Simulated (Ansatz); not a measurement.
Frontier orbitals of CH3FOSSi, SMILES `OC1(F)[SiH2]S1`.

Charge 0, multiplicity 1. All single points use the PBE0-D4/def2-TZVP geometry. It is one conformer, not always the lowest. Basis def2-TZVPP, Ansatz.

| functional | HOMO (eV) | LUMO (eV) |
| --- | --- | --- |
| ωB97M-V | -9.65 | 0.97 |

Question: Give HOMO and LUMO (eV) with LDA (SPW92), PBE, revPBE, BLYP, r2SCAN, B97M-V, PBE0, B3LYP, r2SCANh, r2SCAN0, HSE06 (plane-wave form), BHLYP, CAM-B3LYP, LC-ωPBE, ωB97X-V, HF. (Best estimate.)

Answer: Computed: 
```json
{"functional": "LDA (SPW92)", "HOMO": "-6.36", "LUMO": "-1.85"}
{"functional": "PBE", "HOMO": "-6.22", "LUMO": "-1.63"}
{"functional": "revPBE", "HOMO": "-6.17", "LUMO": "-1.53"}
{"functional": "BLYP", "HOMO": "-6.05", "LUMO": "-1.51"}
{"functional": "r2SCAN", "HOMO": "-6.50", "LUMO": "-1.35"}
{"functional": "B97M-V", "HOMO": "-6.62", "LUMO": "-1.42"}
{"functional": "PBE0", "HOMO": "-7.48", "LUMO": "-0.80"}
{"functional": "B3LYP", "HOMO": "-7.22", "LUMO": "-1.02"}
{"functional": "r2SCANh", "HOMO": "-6.97", "LUMO": "-1.06"}
{"functional": "r2SCAN0", "HOMO": "-7.66", "LUMO": "-0.63"}
{"functional": "HSE06 (plane-wave form)", "HOMO": "-7.08", "LUMO": "-1.17"}
{"functional": "BHLYP", "HOMO": "-8.57", "LUMO": "0.06"}
{"functional": "CAM-B3LYP", "HOMO": "-8.79", "LUMO": "0.19"}
{"functional": "LC-ωPBE", "HOMO": "-10.19", "LUMO": "1.33"}
{"functional": "ωB97X-V", "HOMO": "-9.82", "LUMO": "1.23"}
{"functional": "HF", "HOMO": "-10.30", "LUMO": "2.24"}
```

B3LYP here is the variant with VWN-RPA as its local correlation; programs differ in this. LC-ωPBE has ω = 0.4 bohr⁻¹. Positive LUMOs are unbound and depend on the basis.
